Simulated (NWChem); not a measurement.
System: H$_{2}$PO$_{4}$ anion

The following NWChem deck was run.

```
start job
memory heap 200 mb stack 900 mb global 1100 mb
charge -1
geometry units angstroms noautoz
  O     -1.025783    -0.875694    -0.842866
  P      0.000000     0.000000    -0.158431
  O      1.025783     0.875694    -0.842866
  O      0.857174    -0.975105     0.915714
  O     -0.857174     0.975105     0.915714
  H      1.736491    -0.584013     0.983600
  H     -1.736491     0.584013     0.983600
end
basis spherical
  * library 6-311g**
end
dft
  xc pbe0
  iterations 150
  mulliken
end
task dft energy
```

Output (shortened):

```
             Northwest Computational Chemistry Package (NWChem) 7.3.0
             --------------------------------------------------------

 C2  symmetry detected

                             Geometry "geometry" -> ""
                             -------------------------

 Output coordinates in angstroms (scale by  1.889725989 to convert to a.u.)

  No.       Tag          Charge          X              Y              Z
 ---- ---------------- ---------- -------------- -------------- --------------
    1 O                    8.0000    -0.88198438     1.02037948    -0.85830076
    2 P                   15.0000     0.00000000     0.00000000    -0.17386576
    3 O                    8.0000     0.88198438    -1.02037948    -0.85830076
    4 O                    8.0000    -0.96981631    -0.86315314     0.90027924
    5 O                    8.0000     0.96981631     0.86315314     0.90027924
    6 H                    1.0000    -0.57332530    -1.74004893     0.96816524
    7 H                    1.0000     0.57332530     1.74004893     0.96816524

 Effective nuclear repulsion energy (a.u.)     262.7663050514

      Symmetry information
      --------------------

 Group name             C2
 Group number              4
 Group order               2
 No. of unique centers     4

                                 NWChem DFT Module
                                 -----------------

 Summary of "ao basis" -> "ao basis" (spherical)
 ------------------------------------------------------------------------------
       Tag                 Description            Shells   Functions and Types
 ---------------- ------------------------------  ------  ---------------------
 O                          6-311g**                 8       18   4s3p1d
 P                          6-311g**                12       26   6s5p1d
 H                          6-311g**                 4        6   3s1p

      Symmetry analysis of basis
      --------------------------

        a          56
        b          54

            General Information
            -------------------
          SCF calculation type: DFT
          Wavefunction type:  closed shell.
          No. of atoms     :     7
          No. of electrons :    50
           Alpha electrons :    25
            Beta electrons :    25
          Charge           :    -1
          Spin multiplicity:     1
          Use of symmetry is: on ; symmetry adaption is: on
          Maximum number of iterations: 150
          AO basis - number of functions:   110
                     number of shells:    52
          Convergence on energy requested:  1.00D-06
          Convergence on density requested:  1.00D-05
          Convergence on gradient requested:  5.00D-04

              XC Information
              --------------
                         PBE0 Method XC Functional
                     Hartree-Fock (Exact) Exchange  0.250
          PerdewBurkeErnzerhof Exchange Functional  0.750
            Perdew 1991 LDA Correlation Functional  1.000 local
           PerdewBurkeErnz. Correlation Functional  1.000 non-local

             Grid Information
             ----------------
          Grid used for XC integration:  medium
          Radial quadrature: Mura-Knowles
          Angular quadrature: Lebedev.
          Tag              B.-S. Rad. Rad. Pts. Rad. Cut. Ang. Pts.
          ---              ---------- --------- --------- ---------
          O                   0.60       49          10.0       434
          P                   1.00       88           8.0       590
          H                   0.35       45          11.0       434
          Grid pruning is: on
          Number of quadrature shells:   231
          Spatial weights used:  Erf1

      Superposition of Atomic Density Guess
      -------------------------------------

 Sum of atomic energies:        -640.75312165

 Renormalizing density from      49.00 to     50

      Non-variational initial energy
      ------------------------------

 Total energy =    -650.082341
 1-e energy   =   -1436.659856
 2-e energy   =     523.811211
 HOMO         =      -0.120060
 LUMO         =       0.295583

      Symmetry analysis of molecular orbitals - initial
      -------------------------------------------------

  Numbering of irreducible representations:

     1 a           2 b

  Orbital symmetries:

     1 a           2 a           3 b           4 b           5 a
     6 a           7 b           8 a           9 b          10 a
    11 b          12 a          13 b          14 a          15 b
    16 a          17 b          18 a          19 b          20 a
    21 a          22 b          23 a          24 b          25 b
    26 a          27 b          28 a          29 b          30 b
    31 a          32 b          33 a          34 b          35 a

     ---------------------------------------------
      Total Density - Mulliken Population Analysis
     ---------------------------------------------

    Atom       Charge   Shell Charges
 -----------   ------   -------------------------------------------------------
    1 O    8     9.15   1.08  0.91  0.97  1.02  2.21  0.87  2.09  0.00
    2 P   15    12.75   0.79  1.18  0.89  1.10  0.63  0.17  1.94  3.92  0.46  0.99  0.35  0.33
    3 O    8     9.15   1.08  0.91  0.97  1.02  2.21  0.87  2.09  0.00
    4 O    8     8.81   1.08  0.91  0.93  0.98  2.12  0.82  1.95  0.00
    5 O    8     8.81   1.08  0.91  0.93  0.98  2.12  0.82  1.95  0.00
    6 H    1     0.67   0.22  0.30  0.09  0.05
    7 H    1     0.67   0.22  0.30  0.09  0.05

   convergence    iter        energy       DeltaE   RMS-Dens  Diis-err
 ---------------- ----- ----------------- --------- --------- ---------
 d= 0,ls=0.0,diis     1   -643.0191441441 -9.06D+02  1.75D-02  3.72D+00
 d= 0,ls=0.0,diis     2   -642.8510019915  1.68D-01  1.21D-02  4.78D+00
 d= 0,ls=0.0,diis     3   -643.2199787349 -3.69D-01  3.09D-03  5.10D-01
 d= 0,ls=0.0,diis     4   -643.2602610182 -4.03D-02  8.46D-04  3.48D-02
 d= 0,ls=0.0,diis     5   -643.2630168022 -2.76D-03  2.08D-04  3.16D-03
  Resetting Diis
 d= 0,ls=0.0,diis     6   -643.2632690167 -2.52D-04  5.34D-05  1.26D-04
 d= 0,ls=0.0,diis     7   -643.2632805264 -1.15D-05  8.21D-06  1.07D-06
 d= 0,ls=0.0,diis     8   -643.2632805175  8.95D-09  4.85D-06  1.20D-06

         Total DFT energy =     -643.263280517499
      One electron energy =    -1422.381886684928
           Coulomb energy =      574.749909205974
    Exchange-Corr. energy =      -58.397608089980
 Nuclear repulsion energy =      262.766305051435

 Numeric. integr. density =       50.000000466495

                  Occupations of the irreducible representations
                  ----------------------------------------------

                     irrep           alpha         beta
                     --------     --------     --------
                     a                13.0         13.0
                     b                12.0         12.0

                       DFT Final Molecular Orbital Analysis
                       ------------------------------------

 Vector   23  Occ=2.000000D+00  E=-9.869835D-02  Symmetry=b
              MO Center=  1.4D-13, -1.9D-13, -2.1D-01, r^2= 3.1D+00
   Bfn.  Coefficient  Atom+Function         Bfn.  Coefficient  Atom+Function
  ----- ------------  ---------------      ----- ------------  ---------------
    75      0.219529  4 O  pz                93     -0.219529  5 O  pz
    71      0.191419  4 O  pz                89     -0.191419  5 O  pz
    11     -0.189366  1 O  px                55     -0.189366  3 O  px
     7     -0.183183  1 O  px                51     -0.183183  3 O  px
    12     -0.149890  1 O  py                56     -0.149890  3 O  py

 Vector   24  Occ=2.000000D+00  E=-9.029922D-02  Symmetry=a
              MO Center= -1.6D-13,  2.0D-13, -7.4D-01, r^2= 2.5D+00
   Bfn.  Coefficient  Atom+Function         Bfn.  Coefficient  Atom+Function
  ----- ------------  ---------------      ----- ------------  ---------------
    11      0.257513  1 O  px                55     -0.257513  3 O  px
     7      0.218191  1 O  px                51     -0.218191  3 O  px
    12      0.212606  1 O  py                56     -0.212606  3 O  py
     8      0.181969  1 O  py                52     -0.181969  3 O  py
     3      0.153580  1 O  px                47     -0.153580  3 O  px

 Vector   25  Occ=2.000000D+00  E=-7.960497D-02  Symmetry=b
              MO Center= -5.4D-14,  6.9D-14, -7.1D-01, r^2= 2.6D+00
   Bfn.  Coefficient  Atom+Function         Bfn.  Coefficient  Atom+Function
  ----- ------------  ---------------      ----- ------------  ---------------
    13      0.267239  1 O  pz                57     -0.267239  3 O  pz
     9      0.233207  1 O  pz                53     -0.233207  3 O  pz
     5      0.161145  1 O  pz                49     -0.161145  3 O  pz
    12      0.149823  1 O  py                56      0.149823  3 O  py
     8      0.136200  1 O  py                52      0.136200  3 O  py

 Vector   26  Occ=0.000000D+00  E= 2.087074D-01  Symmetry=a
              MO Center=  7.2D-15,  2.9D-14,  8.4D-01, r^2= 6.8D+00
   Bfn.  Coefficient  Atom+Function         Bfn.  Coefficient  Atom+Function
  ----- ------------  ---------------      ----- ------------  ---------------
   101      0.986332  6 H  s                107      0.986332  7 H  s
    72     -0.464470  4 O  s                 90     -0.464470  5 O  s
    39     -0.225480  2 P  pz                74      0.194400  4 O  py
    92     -0.194400  5 O  py                10     -0.146046  1 O  s
    54     -0.146046  3 O  s                 68     -0.140126  4 O  s

[...]
```

Level: PBE0/6-311G** (spherical d). Sets without diffuse functions describe the anion's extra electron poorly. Structure relaxed at the B3LYP/def2-SVPD level. No frequency run checked for a minimum.
